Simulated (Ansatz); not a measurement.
Reaction (hydrogenolysis of a Ge–C bond): `C#[C][GeH2][CH2]Cl` + H₂ → `C#[C][GeH3]` + `CCl`

Computed with Ansatz on PBE0-D4/def2-TZVP structures; ΔE is electronic, products minus reactants. CBS: MP2 limit from def2 TZ/QZ plus the TZ coupled-cluster correction, frozen cores. This one scheme is used for every species. DFT in def2-TZVPP. B3LYP here is the variant with VWN-RPA as its local correlation; programs differ in this. For Ge outer-core shells are correlated without core-valence functions, which leaves a few kJ/mol of doubt a bond. Scalar relativity is left out up to krypton. Each species was taken in one conformer, which may not be the lowest.

```csv
level,ΔE (kJ/mol),difference from CCSD(T)/CBS
PBE-D4,-37.6,-0.7
r2SCAN-D4,-39.7,-2.8
PBE0-D4,-42.1,-5.2
B3LYP-D4,-41.7,-4.8
ωB97X-V,-42.9,-6.0
ωB97M-V,-41.0,-4.1
B2PLYP,-45.8,-8.9
PBE,-45.2,-8.3
r2SCAN,-41.9,-5.0
PBE0,-48.9,-12.0
B3LYP,-53.9,-17.0
HF/def2-TZVPP,-68.1,-31.2
MP2/def2-TZVPP,-30.2,6.7
SCS-MP2/def2-TZVPP,-37.4,-0.5
CCSD/def2-TZVPP,-43.6,-6.7
CCSD(T)/def2-TZVPP,-38.0,-1.1
HF/def2-QZVPP,-69.0,-32.1
MP2/def2-QZVPP,-29.9,7.0
SCS-MP2/def2-QZVPP,-37.3,-0.4
HF/CBS(def2),-69.1,-32.2
MP2/CBS(def2),-29.1,7.8
CCSD/CBS(def2),-42.4,-5.5
CCSD(T)/CBS,-36.9,0
```

Largest T1 diagnostic among the species: 0.012.

In def2-TZVPP, CCSD(T) changes the Hartree–Fock value by +30.0 kJ/mol (the triples alone add +5.5 kJ/mol) and MP2 by +37.8 kJ/mol. From PBE to PBE0 (25 % exact exchange), in def2-TZVPP and without D4, ΔE moves by −3.7 kJ/mol. The D4 term adds +12.2 kJ/mol with B3LYP and +6.8 kJ/mol with PBE0; it sums over pairs of atoms, weighted by their polarisabilities, and B3LYP, whose exchange is more repulsive, gets the larger term.
